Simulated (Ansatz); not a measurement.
Reaction (substitution at a C–Sn bond): `[CH3][SnH]([CH3])[AlH2]` + `CNB[SiH3]` → `CN(C)B[SiH3]` + `[CH3][SnH2][AlH2]`

Calculated with Ansatz (gas phase, PBE0-D4/def2-TZVP geometries, no zero-point term in ΔE). CCSD(T)/CBS adds triple-zeta CCSD(T) − MP2 to the extrapolated MP2 energy (def2 sets, frozen cores). Functionals use def2-TZVPP. B3LYP here is the variant with VWN-RPA as its local correlation; programs differ in this. def2 core potentials past Kr. For Sn outer-core shells are correlated without core-valence functions, which leaves a few kJ/mol of doubt a bond. Each species was taken in one conformer, which may not be the lowest.

| level | ΔE (kJ/mol) | difference from CCSD(T)/CBS |
| --- | --- | --- |
| PBE-D4 | 44.7 | -7.0 |
| r2SCAN-D4 | 46.7 | -5.0 |
| PBE0-D4 | 44.8 | -6.9 |
| B3LYP-D4 | 45.2 | -6.5 |
| ωB97X-V | 43.9 | -7.8 |
| ωB97M-V | 46.6 | -5.1 |
| B2PLYP | 49.4 | -2.3 |
| PBE | 47.1 | -4.6 |
| r2SCAN | 47.3 | -4.4 |
| PBE0 | 46.6 | -5.1 |
| B3LYP | 48.9 | -2.8 |
| HF/def2-TZVPP | 46.9 | -4.8 |
| MP2/def2-TZVPP | 52.1 | 0.4 |
| SCS-MP2/def2-TZVPP | 49.6 | -2.1 |
| CCSD/def2-TZVPP | 47.3 | -4.4 |
| CCSD(T)/def2-TZVPP | 47.0 | -4.7 |
| HF/def2-QZVPP | 47.0 | -4.7 |
| MP2/def2-QZVPP | 54.8 | 3.1 |
| SCS-MP2/def2-QZVPP | 52.3 | 0.6 |
| HF/CBS(def2) | 47.1 | -4.6 |
| MP2/CBS(def2) | 56.8 | 5.1 |
| CCSD/CBS(def2) | 52.0 | 0.3 |
| CCSD(T)/CBS | 51.7 | 0 |

Largest T1 diagnostic among the species: 0.014.

The D4 term adds −3.6 kJ/mol with B3LYP and −1.9 kJ/mol with PBE0; it sums over pairs of atoms, weighted by their polarisabilities, and B3LYP, whose exchange is more repulsive, gets the larger term.
